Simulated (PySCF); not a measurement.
Cl4H3HfN, SMILES [NH3]->[Hf]([Cl])([Cl])([Cl])[Cl], multiplicity 1.

Geometry: PBE-D3(BJ)/def2-SVP. The spin state was assumed, not searched. The def2 effective core potentials stand for the cores of Hf; spin–orbit coupling is left out.

Calculation: CAM-B3LYP/def2-TZVP run with PySCF.

The molecule is in vacuum.

| Item | Value |
|---|---|
| total energy | -1945.81162 hartree |
| point group | C3v |
| highest occupied level | -10.19 eV |
| lowest empty level | -0.68 eV |
| orbital gap | 9.50 eV |
| dipole moment | 5.84 D |
| quadrupole, principal values (traceless, Buckingham form, about the centre of nuclear charge) | -7.79, -7.79, 15.57 D·Å |
| mean static polarisability | 96.7 bohr³ (14.33 Å³) |
| polarisability, principal values | 95.3, 95.3, 99.5 bohr³ |
